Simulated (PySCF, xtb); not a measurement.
C3H12FGeNSi, SMILES [CH3][Ge]([CH3])([CH3])[NH][SiH2]F.

xtb with GFN2-xTB at its own geometry gives an orbital gap of 5.55 eV and a dipole moment of 3.10 D.

The structure is a stationary point at B3LYP-D3(BJ)/def2-SVP. The structure was generated by enumeration, and PubChem lists no compound with its InChIKey, so it may never have been made. One conformer was computed; it need not be the lowest.

Problem. What does PBE/def2-SVP run with PySCF give? (Estimate from the structure and the level; the computed values follow.)

Solution. gap 6.13 eV (levels -5.85 and 0.28 eV), dipole 2.38 D.
